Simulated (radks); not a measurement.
The terbium ion Tb36+, 29 electrons, occupied as [Ar] 3d10 4s1 (the NIST ground configuration). Calculated with a radial shooting solver on a logarithmic mesh with Libxc functionals: Dirac Kohn-Sham, exchange-only PBE, spin-unpolarised, spherical densities, finite nucleus; Fermi nuclear charge, rms radius 5.06 fm. Some entries of the table are withheld. Estimate them.

orbital  occ.  eigenvalue (eV)  <r> (bohr)  <r^2> (bohr^2)
1s1/2       2        -53324.32     0.02150       0.0006315
2s1/2       2        -10073.69         (1)        0.009786
2p1/2       2        -9656.010         (2)        0.007087
2p3/2       4        -8905.665         (3)        0.008305
3s1/2       2        -3313.482      0.2348         0.06299
3p1/2       2              (4)      0.2240         0.05822
3p3/2       4              (5)      0.2362         0.06453
3d3/2       4        -2668.934      0.2078             (6)
3d5/2       6        -2633.031      0.2116             (7)
4s1/2       1              (8)      0.4718          0.2502

Answer. 
(1) 2s1/2 <r> (bohr): 0.09077
(2) 2p1/2 <r> (bohr): 0.07571
(3) 2p3/2 <r> (bohr): 0.08262
(4) 3p1/2 eigenvalue (eV): -3133.988
(5) 3p3/2 eigenvalue (eV): -2972.512
(6) 3d3/2 <r^2> (bohr^2): 0.05050
(7) 3d5/2 <r^2> (bohr^2): 0.05223
(8) 4s1/2 eigenvalue (eV): -1591.890
